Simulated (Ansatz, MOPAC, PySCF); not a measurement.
Noncovalent pair: CH4O (SMILES CO) (first 6 atoms) with C2H6O (SMILES COC); geometry from B3LYP-D3(BJ)/def2-TZVP, rigid monomers moved along the line of their centres of mass till H6···O8 is 2.58 Å.
(charge 0, multiplicity 1):
```tsv
atom	x (Å)	y (Å)	z (Å)
C	0.1363	-0.0718	-0.2436
O	0.3762	0.9196	0.7360
H	0.7891	-0.9452	-0.1216
H	0.3425	0.3716	-1.2182
H	-0.9047	-0.4182	-0.2399
H	0.2018	0.5354	1.6109
C	-1.1291	0.4550	4.7667
O	-0.0995	-0.2170	4.0632
C	1.1295	-0.2355	4.7678
H	-0.8572	1.4983	4.9638
H	-1.3403	-0.0438	5.7194
H	-2.0190	0.4286	4.1410
H	1.4864	0.7815	4.9662
H	1.8534	-0.7529	4.1415
H	1.0252	-0.7686	5.7195
```

Interaction energies are E(AB) − E(A) − E(B) at the monomers' geometry in the complex; basis-set methods are counterpoise corrected. Rows marked so take none.

Correlated levels freeze the cores. Rows in 3-21G, 6-31G*, STO-3G carry no dispersion term and start afresh at each structure (6-31G* with six Cartesian d functions). MP2/6-31G* freezes PySCF's default core. The state that AM1, PM6, PM7 reach isn't checked; PM7 holds dispersion and hydrogen-bond terms.

Programs: Ansatz (Gaussian orbitals); MOPAC for AM1, PM6, PM7 (differences of heats of formation); PySCF for 3-21G rows, 6-31G* rows, STO-3G rows, the dispersion terms. Each number belongs to the level named beside it.

Other levels give for the interaction energy: PBE/def2-TZVPPD -132.7; B3LYP/def2-TZVPPD -120.2; B3LYP-D3(BJ)/def2-TZVPPD -156.6; wB97M-V/def2-TZVPPD -151.3; CCSD(T)/aug-cc-pVDZ -149.8 meV.

Common cheap choices:

```csv
level,interaction energy (meV)
AM1,-71.8
PM6,-97.1
PM7,-163.6
HF/STO-3G (no counterpoise),-81.1
HF/6-31G*,-134.9
HF/6-31G* (no counterpoise),-166.9
B3LYP/3-21G (no counterpoise),-254.8
MP2/6-31G* (no counterpoise),-209.8
```

Ansatz is a program for electronic structure.
